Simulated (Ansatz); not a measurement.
Ansatz (an electronic-structure program) job for Ga(Cl)(vinyl)(NH2) (C2H5ClGaN), SMILES [CH](=C)[Ga]([Cl])[NH2], r2SCAN-D4/def2-SVP. 

Ansatz 0.2 input:
```yaml
crystal:
  periodic: [false, false, false]
  atoms:
    - {symbol: Ga, position_ang: [0.04090476, 0.08560128, 0.10433480]}
    - {symbol: Cl, position_ang: [-1.96442633, 0.19639350, 0.67419564]}
    - {symbol: C, position_ang: [0.66639434, -0.93839365, -1.51374853]}
    - {symbol: C, position_ang: [1.94582882, -1.01492900, -1.84665724]}
    - {symbol: H, position_ang: [-0.09014706, -1.43868266, -2.11587546]}
    - {symbol: H, position_ang: [2.28774884, -1.56609319, -2.71332974]}
    - {symbol: H, position_ang: [2.71418036, -0.52687184, -1.26323740]}
    - {symbol: N, position_ang: [1.20718888, 0.95338683, 1.21018518]}
    - {symbol: H, position_ang: [0.88981105, 1.50525159, 1.99804577]}
    - {symbol: H, position_ang: [2.20194554, 1.08029500, 1.08983036]}
basis:
  gaussian:
    orbitals: def2-SVP
hamiltonian:
  xc: r2scan
  dispersion: d4
relax: {f_tol: 0.002, max_steps: 200}
```

Output:

```
WARN ansatz: RAYON_NUM_THREADS=1 ignored (pool sized by the plan → 1); use --threads N
Functional definition: r2SCAN
integrals: 0.07 GiB planned
1328 factors; their error is unknown
mean field: 0.36 GiB planned
mean field evaluation 1: about -68518.0180 eV, gradient 7.7e1 eV
mean field evaluation 2: about -68478.0777 eV, gradient 1.4e2 eV
mean field evaluation 4: about -68530.8837 eV, gradient 1.1e1 eV
mean field evaluation 8: about -68531.1904 eV, gradient 1.4e-1 eV
mean field evaluation 16: about -68531.1227 eV, gradient 1.4e-3 eV
mean field -68531.12268160 eV, -2518.4723064856 hartree, gradient 1.5e-5 eV, S^2 0.000000; 0 other end points of the search recorded, 0 dependent functions left out
the calculation of the forces begins
reference -68531.12269291 eV, -2518.4723069011 hartree; 36, 36 occupied and 81, 81 virtual orbitals, 1328 factors
relax step   1: F+E_penalty+E_count = -68531.18035848 eV  Δ(F+E_penalty+E_count) = +0.000e0 eV  max|allowed force component| = 1.971e0 eV/Å  Δτ_max = 0.0000 Å  (31 SCF iters, accepted)
these checks for a lower state are left out or cut short: starts, cluster_reference, orbital_swaps, neighbouring_geometries, increment
integrals: 0.07 GiB planned
1328 factors; their error is unknown
mean field: 0.36 GiB planned
mean field -68531.23283023 eV, -2518.4763543729 hartree, gradient 1.2e-5 eV, S^2 0.000000; 0 other end points of the search recorded, 0 dependent functions left out
the calculation of the forces begins
reference -68531.23284152 eV, -2518.4763547878 hartree; 36, 36 occupied and 81, 81 virtual orbitals, 1328 factors
relax step   2: F+E_penalty+E_count = -68531.29062758 eV  Δ(F+E_penalty+E_count) = -1.103e-1 eV  max|allowed force component| = 5.550e-1 eV/Å  Δτ_max = 0.0378 Å  (33 SCF iters, accepted)
these checks for a lower state are left out or cut short: starts, cluster_reference, orbital_swaps, neighbouring_geometries, increment
integrals: 0.07 GiB planned
1328 factors; their error is unknown
mean field: 0.37 GiB planned
mean field evaluation 32: about -68531.2463 eV, gradient 1.2e-3 eV
mean field -68531.24632870 eV, -2518.4768504326 hartree, gradient 1.2e-5 eV, S^2 0.000000; 0 other end points of the search recorded, 0 dependent functions left out
the calculation of the forces begins
reference -68531.24633999 eV, -2518.4768508474 hartree; 36, 36 occupied and 81, 81 virtual orbitals, 1328 factors
relax step   3: F+E_penalty+E_count = -68531.30425743 eV  Δ(F+E_penalty+E_count) = -1.363e-2 eV  max|allowed force component| = 7.693e-2 eV/Å  Δτ_max = 0.0350 Å  (33 SCF iters, accepted)
these checks for a lower state are left out or cut short: starts, cluster_reference, orbital_swaps, neighbouring_geometries, increment
integrals: 0.07 GiB planned
1328 factors; their error is unknown
mean field: 0.36 GiB planned
mean field -68531.24396511 eV, -2518.4767635724 hartree, gradient 1.2e-5 eV, S^2 0.000000; 0 other end points of the search recorded, 0 dependent functions left out
the calculation of the forces begins
reference -68531.24397640 eV, -2518.4767639872 hartree; 36, 36 occupied and 81, 81 virtual orbitals, 1328 factors
relax step   4: F+E_penalty+E_count = -68531.30185257 eV  Δ(F+E_penalty+E_count) = +2.405e-3 eV  max|allowed force component| = 2.222e-1 eV/Å  Δτ_max = 0.0245 Å  (33 SCF iters, rejected (line search))
these checks for a lower state are left out or cut short: starts, cluster_reference, orbital_swaps, neighbouring_geometries, increment
integrals: 0.07 GiB planned
1328 factors; their error is unknown
mean field: 0.37 GiB planned
mean field -68531.24741233 eV, -2518.4768902551 hartree, gradient 1.2e-5 eV, S^2 0.000000; 0 other end points of the search recorded, 0 dependent functions left out
the calculation of the forces begins
reference -68531.24742362 eV, -2518.4768906700 hartree; 36, 36 occupied and 81, 81 virtual orbitals, 1328 factors
relax step   5: F+E_penalty+E_count = -68531.30529638 eV  Δ(F+E_penalty+E_count) = -1.039e-3 eV  max|allowed force component| = 3.285e-2 eV/Å  Δτ_max = 0.0118 Å  (34 SCF iters, accepted)
these checks for a lower state are left out or cut short: starts, cluster_reference, orbital_swaps, neighbouring_geometries, increment
integrals: 0.07 GiB planned
1328 factors; their error is unknown
mean field: 0.36 GiB planned
mean field -68531.24768468 eV, -2518.4769002638 hartree, gradient 1.2e-5 eV, S^2 0.000000; 0 other end points of the search recorded, 0 dependent functions left out
the calculation of the forces begins
reference -68531.24769597 eV, -2518.4769006787 hartree; 36, 36 occupied and 81, 81 virtual orbitals, 1328 factors
relax step   6: F+E_penalty+E_count = -68531.30553892 eV  Δ(F+E_penalty+E_count) = -2.425e-4 eV  max|allowed force component| = 2.061e-2 eV/Å  Δτ_max = 0.0108 Å  (34 SCF iters, accepted)
these checks for a lower state are left out or cut short: starts, cluster_reference, orbital_swaps, neighbouring_geometries, increment
integrals: 0.07 GiB planned
1328 factors; their error is unknown
mean field: 0.37 GiB planned
mean field -68531.24783290 eV, -2518.4769057109 hartree, gradient 1.2e-5 eV, S^2 0.000000; 0 other end points of the search recorded, 0 dependent functions left out
the calculation of the forces begins
reference -68531.24784419 eV, -2518.4769061260 hartree; 36, 36 occupied and 81, 81 virtual orbitals, 1328 factors
relax step   7: F+E_penalty+E_count = -68531.30566526 eV  Δ(F+E_penalty+E_count) = -1.263e-4 eV  max|allowed force component| = 1.203e-2 eV/Å  Δτ_max = 0.0113 Å  (34 SCF iters, accepted)
these checks for a lower state are left out or cut short: starts, cluster_reference, orbital_swaps, neighbouring_geometries, increment
integrals: 0.07 GiB planned
1328 factors; their error is unknown
mean field: 0.37 GiB planned
mean field evaluation 64: about -68531.2478 eV, gradient 1.9e-1 eV
mean field -68531.24785782 eV, -2518.4769066266 hartree, gradient 1.1e-5 eV, S^2 0.000000; 0 other end points of the search recorded, 0 dependent functions left out
the calculation of the forces begins
reference -68531.24786911 eV, -2518.4769070417 hartree; 36, 36 occupied and 81, 81 virtual orbitals, 1328 factors
relax step   8: F+E_penalty+E_count = -68531.30567945 eV  Δ(F+E_penalty+E_count) = -1.419e-5 eV  max|allowed force component| = 1.129e-3 eV/Å  Δτ_max = 0.0033 Å  (24 SCF iters, accepted)
these checks for a lower state are left out or cut short: starts, cluster_reference, orbital_swaps, neighbouring_geometries, increment
integrals: 0.07 GiB planned
1328 factors; their error is unknown
mean field: 0.37 GiB planned
mean field -68531.24786508 eV, -2518.4769068933 hartree, gradient 1.0e-5 eV, S^2 0.000000; 0 other end points of the search recorded, 0 dependent functions left out
the calculation of the forces begins
reference -68531.24787637 eV, -2518.4769073084 hartree; 36, 36 occupied and 81, 81 virtual orbitals, 1328 factors
relax step   9: F+E_penalty+E_count = -68531.30568162 eV  Δ(F+E_penalty+E_count) = -2.175e-6 eV  max|allowed force component| = 2.094e-3 eV/Å  Δτ_max = 0.0025 Å  (24 SCF iters, accepted)
these checks for a lower state are left out or cut short: starts, cluster_reference, orbital_swaps, neighbouring_geometries, increment
integrals: 0.07 GiB planned
1328 factors; their error is unknown
mean field: 0.36 GiB planned
mean field -68531.24786766 eV, -2518.4769069883 hartree, gradient 2.4e-5 eV, S^2 0.000000; 0 other end points of the search recorded, 0 dependent functions left out
the calculation of the forces begins
reference -68531.24787895 eV, -2518.4769074033 hartree; 36, 36 occupied and 81, 81 virtual orbitals, 1328 factors
relax step  10: F+E_penalty+E_count = -68531.30568276 eV  Δ(F+E_penalty+E_count) = -1.139e-6 eV  max|allowed force component| = 1.900e-3 eV/Å  Δτ_max = 0.0015 Å  (23 SCF iters, accepted)
integrals: 0.07 GiB planned
1328 factors; their error is unknown
mean field: 0.36 GiB planned
mean field evaluation 96: about -68531.2479 eV, gradient 6.4e-3 eV
mean field -68531.24786766 eV, -2518.4769069883 hartree, gradient 2.4e-5 eV, S^2 0.000000; 1 other end points of the search recorded, 0 dependent functions left out
the calculation of the forces begins
reference -68531.24787895 eV, -2518.4769074033 hartree; 36, 36 occupied and 81, 81 virtual orbitals, 1328 factors
Total energy: -68531.30569406 eV, -2518.4790320692 hartree
Atom 0 at     0.117041     0.081696     0.089596 Å, force     0.000689     0.000466     0.000609 eV/Å
Atom 1 at    -1.969714     0.176841     0.643283 Å, force    -0.000343     0.000365     0.000061 eV/Å
Atom 2 at     0.663707    -0.915684    -1.473407 Å, force     0.000046    -0.000667     0.000274 eV/Å
Atom 3 at     1.946524    -1.019542    -1.855518 Å, force    -0.000339     0.000568    -0.000245 eV/Å
Atom 4 at    -0.103846    -1.420181    -2.074914 Å, force     0.000106    -0.000078    -0.000148 eV/Å
Atom 5 at     2.246450    -1.589436    -2.744915 Å, force     0.000099    -0.000119    -0.000016 eV/Å
Atom 6 at     2.765795    -0.542575    -1.302597 Å, force    -0.000055     0.000148     0.000124 eV/Å
Atom 7 at     1.193985     0.993669     1.207961 Å, force     0.000031    -0.001581    -0.001900 eV/Å
Atom 8 at     0.839264     1.497046     2.013577 Å, force    -0.000009     0.000325     0.000510 eV/Å
Atom 9 at     2.200225     1.074123     1.120678 Å, force    -0.000224     0.000574     0.000732 eV/Å
Dipole moment:     0.634677     0.027640    -0.086244 e Å
```

Self-consistency was reached.

Cost: about 70 core-seconds (a rough figure).
